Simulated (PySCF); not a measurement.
Atom-mapped SMILES (the numbers label the heavy atoms): `[CH2:1]=[CH:2]/[CH:3]=[CH:4]/[CH:5]=[CH:6]\[O:7][SiH3:8]`. Hydrogens are named by the atom that carries them. Ha(C1) is cis to C3; Hb(C1) is trans to C3.

One averaged value for each set of equivalent atoms, a single conformation, no solvent model, non-relativistic. GFN2-xTB structure; shieldings: GIAO PBE0/pcSseg-1; PySCF 2.14.

δ = σ(ref) − σ, references computed at the same level: 13C (σref 186.93), 1H (σref 31.72), 29Si (σref 349.16) vs TMS; H2O for 17O (σref 336.08).

| atoms | nucleus | count | δ (ppm) |
| --- | --- | --- | --- |
| Ha(C1) | 1H | 1 | 5.46 |
| H(C2) | 1H | 1 | 6.62 |
| C2 | 13C | 1 | ? |
| Si8 | 29Si | 1 | -40.3 |
| C1 | 13C | 1 | 123.0 |
| Hb(C1) | 1H | 1 | ? |
| H(C6) | 1H | 1 | 6.30 |
| H(Si8) | 1H | 3 | 5.32 |
| H(C5) | 1H | 1 | 5.51 |
| C4 | 13C | 1 | 132.2 |
| C5 | 13C | 1 | 116.7 |
| H(C4) | 1H | 1 | ? |
| C3 | 13C | 1 | 137.9 |
| O7 | 17O | 1 | ? |
| C6 | 13C | 1 | 149.4 |
| H(C3) | 1H | 1 | ? |

Question: Complete the table.

Answer: 
- C2: 145.9 ppm, alkene CH; as expected for a trigonal carbon in a double bond
- H(C4): 6.70 ppm, hydrogen on an alkene CH; attached to an sp2 carbon and in the plane of the double bond
- H(C3): 6.34 ppm, hydrogen on an alkene CH; olefinic region
- Hb(C1): 5.37 ppm, hydrogen on a terminal =CH2 carbon; attached to an sp2 carbon and in the plane of the double bond
- O7: 99.8 ppm, oxygen bonded to C, Si

Shifts are as computed. Against solution values, carbons near 30 ppm lie about +3 ppm off and those near 130 ppm about +5 ppm. Of 1211 compounds with measured shifts, 218 miss one by over three times the rms of a fit or turn the order of signals round; such compounds aren't used in these exercises. Experimental scales use liquid or dissolved standards, which lie at an offset from isolated H2O (liquid H2O: subtract about 36 ppm).
